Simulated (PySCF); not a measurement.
# Heteronuclear NMR

Geometry:
| atom | x (Å) | y (Å) | z (Å) |
| --- | --- | --- | --- |
| C1 | -2.185 | 0.026 | -0.100 |
| C2 | -0.848 | 0.667 | 0.023 |
| N3 | -0.798 | 1.989 | -0.097 |
| N4 | 0.317 | 2.632 | 0.001 |
| N5 | 1.433 | 2.045 | 0.216 |
| C6 | 1.479 | 0.712 | 0.344 |
| C7 | 2.756 | 0.130 | 0.573 |
| N8 | 3.775 | -0.359 | 0.756 |
| C9 | 0.325 | -0.074 | 0.254 |
| C10 | 0.330 | -1.554 | 0.393 |
| H11 | -2.936 | 0.792 | -0.267 |
| H12 | -2.191 | -0.678 | -0.930 |
| H13 | -2.423 | -0.525 | 0.809 |
| H14 | -0.302 | -1.852 | 1.230 |
| H15 | -0.079 | -2.015 | -0.506 |
| H16 | 1.338 | -1.927 | 0.558 |

- shielding tensors at PBE0/pcSseg-1 (GIAO)
- geometry: GFN2-xTB
- run in PySCF
- fast rotation and ring inversion assumed for equivalent nuclei, non-relativistic Hamiltonian, single conformer, isolated molecule

What are the 15N shifts?

## Answers


| atoms | environment | σ (ppm) | δ (ppm) |
| --- | --- | --- | --- |
| N4 | pyridine-type ring nitrogen | -254.7 | 86.6 |
| N5 | pyridine-type ring nitrogen | -169.1 | 7.7 |
| N3 | pyridine-type ring nitrogen | -167.4 | 6.2 |
| N8 | nitrile nitrogen | -68.7 | -84.8 |

Shieldings were converted by a linear fit to measured shifts: 15N: δ = -148.07 − 0.921σ (rms 6.3 ppm, 71 shifts vs CH3NO2, solution or neat liquid). Occasional misses reach two or three times the rms, and more in compound classes unlike the fitted ones.

On a 300 MHz spectrometer 15N resonates near 30.4 MHz, so 1 ppm is 30.4 Hz.
